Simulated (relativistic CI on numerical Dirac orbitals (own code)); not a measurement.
## Pb XLVIII: computed level list

Method of calculation: Dirac-Coulomb-Breit CI, orbitals from a KLI potential per configuration, QED by a radiative potential, unscaled Slater integrals (own radial code, finite nucleus).

CI space (outside the closed core [Ar] 3d10): 4s²4p⁵, 4s4p⁶, 4s²4p⁴4d, 4s4p⁵4d, 4s²4p⁴4f, 4s4p⁵4f, 4p⁶4d, 4s4p⁴4d², 4s²4p³4d4f, 4p⁶4f, 4p⁵4d4f, 4s4p⁴4f², 4s²4p⁴5s, 4p⁶5s, 4s²4p⁴5p, 4s4p⁴4d5s, 4s²4p³4f5s, 4s4p⁵5s, 4s²4p⁴5d, 4s²4p⁴5f, 4s4p⁵5p, 4s²4p⁴5g, 4s4p⁵5d, 4p⁵4f5s, 4s4p⁵5f, 4s²4p⁴6s, 4s4p⁵5g, 4s²4p³4d², 4s²4p²4d³, 4s4p³4d³, 4s²4p²4d²4f, 4s4p³4d²4f, 4s²4p²4d²5s, 4p⁵4d², 4p⁴4d³, 4p⁴4d²4f, 4p⁴4d²5s, 4p⁵4d5s, 4p⁴4d4f5s, 4p⁴4d5s², 4s²4p³5s², 4s²4p²4d5s², 4s4p³4d5s², 4s²4p²4f5s², 4s4p³4f5s². Double excitations out of closed p, d and f shells are left out; levels of such configurations are missing from the list, as are those of other unlisted configurations, and high levels can miss mixing partners. These lack a partner that the ground configuration has and come out too high: 4s²4p⁴5p, 4s4p⁵5s, 4s²4p⁴5d, 4s²4p⁴5f, 4s4p⁵5p.

The lowest level is 4s²4p⁵ ²P°3/2, with 99 % of that term; Hund's rules for 4s²4p⁵ give ²P° with J = 3/2, in agreement.

| No. | Configuration | Term | J | E (10³ cm⁻¹) | % | Lifetime (s) | jj configuration (%) |
| --- | --- | --- | --- | --- | --- | --- | --- |
| 1 | 4s²4p⁵ | ²P° | 3/2 | 0.0 | 99 |  | 4p3/2^3 (99) |
| 2 | 4s²4p⁵ | ²P° | 1/2 | 1304.6 | 99 | 2.42e-08 | 4p1/2 4p3/2^4 (99) |
| 3 | 4p⁴(3P)4d | ⁴D | 3/2 | 1437.0 | 35 | 2.33e-10 | 4p3/2^2 4d3/2 (99) |
| 4 | 4p⁴(3P)4d | ⁴D | 5/2 | 1463.5 | 39 | 2.03e-10 | 4p3/2^2 4d3/2 (95) |
| 5 | 4p⁴(3P)4d | ⁴P | 1/2 | 1465.3 | 48 | 3.13e-11 | 4p3/2^2 4d3/2 (97) |
| 6 | 4p⁴(3P)4d | ²F | 7/2 | 1483.8 | 34 | 5.72e-03 | 4p3/2^2 4d3/2 (98) |
| 7 | 4p⁴(1S)4d | ²D | 3/2 | 1563.0 | 63 | 4.20e-10 | 4p3/2^2 4d3/2 (97) |
| 8 | 4p⁴(1D)4d | ²F | 7/2 | 1719.0 | 48 | 4.74e-06 | 4p3/2^2 4d5/2 (98) |
| 9 | 4p⁴(3P)4d | ⁴F | 9/2 | 1730.1 | 68 | 5.88e-06 | 4p3/2^2 4d5/2 (99) |
| 10 | 4p⁴(3P)4d | ²P | 1/2 | 1752.3 | 55 | 1.14e-11 | 4p3/2^2 4d5/2 (94) |
| 11 | 4p⁴(1S)4d | ²D | 5/2 | 1852.9 | 54 | 1.32e-08 | 4p3/2^2 4d5/2 (99) |
| 12 | 4p⁴(3P)4d | ²P | 3/2 | 1900.2 | 37 | 1.46e-12 | 4p3/2^2 4d5/2 (95) |
| 13 | 4p⁴(3P)4d | ²D | 5/2 | 1930.8 | 51 | 1.03e-12 | 4p3/2^2 4d5/2 (92) |
| 14 | 4s4p⁶ | ²S | 1/2 | 2352.2 | 82 | 7.88e-13 | 4s (82) |
| 15 | 4p⁴(3P)4d | ⁴D | 1/2 | 2690.7 | 79 | 4.22e-11 | 4p1/2 4p3/2^3 4d3/2 (97) |
| 16 | 4p⁴(3P)4d | ⁴D | 3/2 | 2738.1 | 33 | 1.77e-10 | 4p1/2 4p3/2^3 4d3/2 (96) |
| 17 | 4p⁴(3P)4d | ⁴F | 5/2 | 2775.0 | 47 | 1.41e-11 | 4p1/2 4p3/2^3 4d3/2 (98) |
| 18 | 4p⁴(1D)4d | ²G | 7/2 | 2785.0 | 59 | 4.68e-08 | 4p1/2 4p3/2^3 4d3/2 (99) |
| 19 | 4p³(2P°)4d²(3F) | ⁴F° | 3/2 | 2943.3 | 29 | 3.72e-11 | 4p3/2 4d3/2^2 (98) |
| 20 | 4p⁴(3P)4d | ²D | 5/2 | 2946.1 | 52 | 2.93e-13 | 4p1/2 4p3/2^3 4d3/2 (95) |
| 21 | 4p⁴(1D)4d | ²P | 3/2 | 2948.4 | 48 | 3.18e-13 | 4p1/2 4p3/2^3 4d3/2 (93) |
| 22 | 4p⁴(1D)4d | ²S | 1/2 | 2955.1 | 36 | 2.10e-13 | 4p1/2 4p3/2^3 4d3/2 (87) |
| 23 | 4p³(2P°)4d²(3F) | ⁴D° | 1/2 | 2970.4 | 46 | 1.63e-11 | 4p3/2 4d3/2^2 (96) |
| 24 | 4p³(2P°)4d²(3F) | ⁴F° | 5/2 | 2971.2 | 25 | 3.15e-11 | 4p3/2 4d3/2^2 (94) |
| 25 | 4p³(2P°)4d²(3F) | ²G° | 7/2 | 2985.1 | 23 | 8.46e-11 | 4p3/2 4d3/2^2 (95) |
| 26 | 4p⁴(3P)4d | ⁴D | 7/2 | 2994.6 | 44 | 2.47e-08 | 4p1/2 4p3/2^3 4d5/2 (99) |
| 27 | 4p⁴(3P)4d | ²P | 3/2 | 3032.9 | 49 | 2.55e-11 | 4p1/2 4p3/2^3 4d5/2 (97) |
| 28 | 4p⁴(3P)4d | ²F | 5/2 | 3052.8 | 46 | 2.49e-08 | 4p1/2 4p3/2^3 4d5/2 (98) |
| 29 | 4p⁴(1D)4d | ²G | 9/2 | 3054.8 | 68 | 4.51e-08 | 4p1/2 4p3/2^3 4d5/2 (99) |
| 30 | 4p³(2P°)4d²(1S) | ²P° | 3/2 | 3065.4 | 19 | 4.04e-11 | 4p3/2 4d3/2^2 (92) |
| 31 | 4p⁴(1D)4d | ²D | 5/2 | 3081.3 | 52 | 7.44e-11 | 4p1/2 4p3/2^3 4d5/2 (98) |
| 32 | 4p⁴(1D)4d | ²F | 7/2 | 3120.4 | 75 | 3.88e-08 | 4p1/2 4p3/2^3 4d5/2 (98) |
| 33 | 4p³(2P°)4d²(3F) | ⁴G° | 9/2 | 3222.5 | 32 | 5.90e-11 | 4p3/2 4d3/2 4d5/2 (98) |
| 34 | 4s²4p³4d² | ²F° | 7/2 | 3233.0 | 23 | 2.19e-11 | 4p3/2 4d3/2 4d5/2 (96) |
| 35 | 4p⁴(3P)4d | ²D | 3/2 | 3257.9 | 65 | 8.23e-13 | 4p1/2 4p3/2^3 4d5/2 (90) |
| 36 | 4p³(2P°)4d²(3F) | ⁴D° | 3/2 | 3267.6 | 32 | 5.83e-12 | 4p3/2 4d3/2 4d5/2 (91) |
| 37 | 4p³(2D°)4d²(3P) | ⁴P° | 1/2 | 3267.8 | 45 | 6.68e-12 | 4p3/2 4d3/2 4d5/2 (93) |
| 38 | 4p³(2P°)4d²(3F) | ⁴D° | 5/2 | 3272.7 | 25 | 8.78e-12 | 4p3/2 4d3/2 4d5/2 (94) |
| 39 | 4p³(2P°)4d²(3P) | ⁴P° | 5/2 | 3274.2 | 21 | 1.33e-11 | 4p3/2 4d3/2 4d5/2 (95) |
| 40 | 4p³(2P°)4d²(3F) | ⁴G° | 11/2 | 3288.9 | 36 | 1.65e-09 | 4p3/2 4d3/2 4d5/2 (93) |
| 41 | 4s²4p³4d² | ²F° | 7/2 | 3295.8 | 29 | 1.02e-11 | 4p3/2 4d3/2 4d5/2 (90) |
| 42 | 4p⁴(3P)4d | ²P | 1/2 | 3305.0 | 67 | 5.56e-13 | 4p1/2 4p3/2^3 4d5/2 (92) |
| 43 | 4p³(2P°)4d²(1G) | ²G° | 9/2 | 3342.8 | 27 | 5.05e-12 | 4p3/2 4d3/2 4d5/2 (69) |
| 44 | 4p³(2P°)4d²(3F) | ²G° | 7/2 | 3352.6 | 18 | 2.21e-12 | 4p3/2 4d3/2 4d5/2 (81) |
| 45 | 4p³(2P°)4d²(3P) | ²D° | 5/2 | 3369.1 | 23 | 1.84e-12 | 4p3/2 4d3/2 4d5/2 (87) |

Energies count from the lowest computed level; ° marks odd parity; lifetimes are radiative, by E1, M1, E2, M2, E3 decay to levels of this space only. Percentages are summed over parent terms; the parents shown are those of the largest component, closed shells are left out there. Filled j subshells are mostly left out of the jj labels.

The mean weight of the leading LS term, summed over parents, in these 45 levels is 46 %, and that of the leading jj configuration (from the same eigenvectors) 94 %, so jj coupling describes them better and the LS labels are nominal.

At this charge energies of transitions that change n are usually good to better than 1 %, and those within a shell (Δn = 0) to a few per cent.

LS names give the leading component of a level, which can be under half, so a name can repeat, a term be missing and a line seem to break the LS rules.
